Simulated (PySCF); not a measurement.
C₂H₉NSi, SMILES CN(C)[SiH3].

Geometry optimised at B3LYP-D3(BJ)/def2-SVP.

Level of theory: TDDFT-PBE/def2-SVPD (PySCF).

Vertical excitations. Isolated molecule, no solvent. State labels are in the subgroup Cs.

```csv
state,symmetry,energy (eV),λ (nm),f,main pairs
S1,A',4.74,262,0.008,HOMO→LUMO 99 %
S2,A',5.37,231,0.032,HOMO→LUMO+1 99 %
S3,A",5.63,220,0.001,HOMO→LUMO+2 100 %
S4,A',5.92,209,0.005,HOMO→LUMO+3 97 %
S5,A",6.20,200,0.000,HOMO→LUMO+5 100 %
S6,A',6.22,199,0.032,HOMO→LUMO+4 94 %
S7,A',6.95,179,0.092,HOMO→LUMO+6 98 %
S8,A',7.12,174,0.037,HOMO→LUMO+7 98 %
S9,A",7.30,170,0.003,HOMO→LUMO+8 100 %
S10,A',7.83,158,0.001,"HOMO→LUMO+9 71 %, HOMO−2→LUMO 19 %"
T1,A',4.59,270,0,HOMO→LUMO 99 %
T2,A',5.13,242,0,HOMO→LUMO+1 99 %
T3,A",5.50,225,0,HOMO→LUMO+2 100 %
T4,A',5.78,215,0,HOMO→LUMO+3 92 %
```
Triplets are in the Tamm–Dancoff approximation, which puts them higher than full response would, so one can lie above its singlet here.
